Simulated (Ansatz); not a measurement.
System: AlOBrH$_{2}$, charge 0, singlet. AlOBrH2 (SMILES [Br][AlH][OH]).
B3LYP-D3(BJ)/def2-TZVP minimum from Ansatz (a program for electronic structure):
```xyz
5

Al    -0.5420    -1.1202    -0.1177
H     -1.7593    -1.5892    -0.9693
Br     0.1629     1.0324    -0.1642
O      0.2609    -2.2424     0.8546
H      1.0166    -2.0424     1.4093
```

Total energies in def2-SVP, 18 correlated electrons, 20 frozen orbitals. Radicals and triplets start from unrestricted determinants; spin-orbit coupling is neglected. Cores are frozen in correlated methods (noble-gas shells, and filled d and f shells in the p block). No relativity. Spin-orbit terms, left out, reach several kcal/mol for Br and I, and more for heavier atoms.

| method | program | energy (Eh) | minus CCSDT(Q) (mEh) |
|---|---|---|---|
| HF | Ansatz | -2890.03582 | 401.79 |
| MP2 | Ansatz | -2890.40428 | 33.33 |
| CCSD | Ansatz | -2890.42806 | 9.55 |
| CCSD(T) | Ansatz | -2890.43607 | 1.54 |
| CCSDT(Q) | Ansatz | -2890.43761 | 0.00 |

Rough core times of Ansatz's runs on a shared machine: CCSD(T) under 20 s, CCSDT(Q) 90 s.
